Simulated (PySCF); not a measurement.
A GIAO shielding run with PySCF (density fitting, non-relativistic, gas phase) on SMILES C/C=C\O[SiH2]N1CCCC1, C₇H₁₅NOSi:

```
$ OMP_NUM_THREADS=1 python probes_run.py task.json out

{"job": {"kind": "nmr", "xc": "PBE0", "basis": "pcSseg-1"}, "charge": 0, "multiplicity": 1}
C      4.086160     0.775863     0.144383
C      3.468661    -0.479296    -0.373322
C      2.348183    -1.032413     0.102291
O      1.646764    -0.513818     1.137396
Si     0.048429    -0.893320     1.513218
N     -1.153602    -0.190208     0.513134
C     -1.627755    -0.713444    -0.752884
C     -3.057584    -0.160985    -0.874414
C     -3.080848     1.075676     0.049022
C     -1.655587     1.165820     0.614706
H      5.106781     0.596512     0.522719
H      4.173609     1.538584    -0.647804
H      3.487327     1.197028     0.963408
H      3.958743    -1.004419    -1.198576
H      1.952778    -1.963397    -0.328571
H     -0.114411    -0.367541     2.890807
H     -0.089653    -2.374309     1.381557
H     -1.585943    -1.813884    -0.766982
H     -1.007418    -0.350593    -1.597564
H     -3.787516    -0.909967    -0.534633
H     -3.306338     0.084139    -1.917254
H     -3.365023     1.996376    -0.481034
H     -3.804592     0.932938     0.864596
H     -1.623435     1.523053     1.655835
H     -1.048414     1.868348     0.008570
```

Hardware: 1 thread of an Arm Neoverse V1, shared host. The job also computes population analyses, field gradients, ring-centre shieldings.

Question: How large is the calculation?

Answer: 86 electrons, 252 basis functions and 1321 auxiliary functions.

Question: How long does it take, and how much memory does it need?

Answer: 59 s of wall time, with 14 SCF cycles and 4 response iterations; peak memory 1.3 GiB. Times on a shared host scatter by some tens of per cent.
